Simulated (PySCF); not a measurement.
1-chloro-1-fluoroethene (C2H2ClF), SMILES C=C(F)Cl.

Coordinates come from a TPSSh-D3(BJ)/def2-SVP optimisation.

Level of theory: PBE/def2-TZVPD in PySCF.

The molecule is in vacuum.

```yaml
total_energy: -637.13625 hartree
point_group: Cs
highest_occupied_level: -6.48 eV
lowest_empty_level: -1.32 eV
orbital_gap: 5.16 eV
dipole_moment: 0.250 e·Å
quadrupole, principal values (traceless, Buckingham form, about the centre of nuclear charge): -2.43, -0.95, 3.38 D·Å
mean_static_polarisability: 43.4 bohr³ (6.44 Å³)
polarisability_principal_values: 31.4, 41.1, 57.9 bohr³
```
